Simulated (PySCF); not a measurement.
Computed shifts of a molecule C5H7F, PBE/pcSseg-1 (PySCF), GIAO, gas phase, atoms alike by connectivity averaged where their shifts nearly agree, in ppm (number of nuclei): ¹⁹F: -144.9 (1). ¹³C: 154.1 (1), 126.9 (1), 30.5 (2), 21.9 (1). ¹H: 6.96 (1), 3.20 (2), 3.11 (2), 2.31 (2). References: ¹⁹F against CFCl3 (σ = 133.6 ppm); ¹³C against TMS (σ = 182.0 ppm); ¹H against TMS (σ = 31.49 ppm), references at their B3LYP-D3(BJ)/def2-TZVP geometries, non-relativistic. Coordinates come from a B3LYP-D3(BJ)/def2-SVP optimisation. The geometry has at least one imaginary mode, so it is a saddle point at that level. Other conformers were not sampled.

**Question.** Pick the molecule that these values belong to.
(A) C=C/C(C)=C\F
(B) C[C@H]1CC=C1F
(C) FC=C1CCC1
(D) C[C@@H]1C=C[C@@H]1F

**Answer.** C, FC=C1CCC1
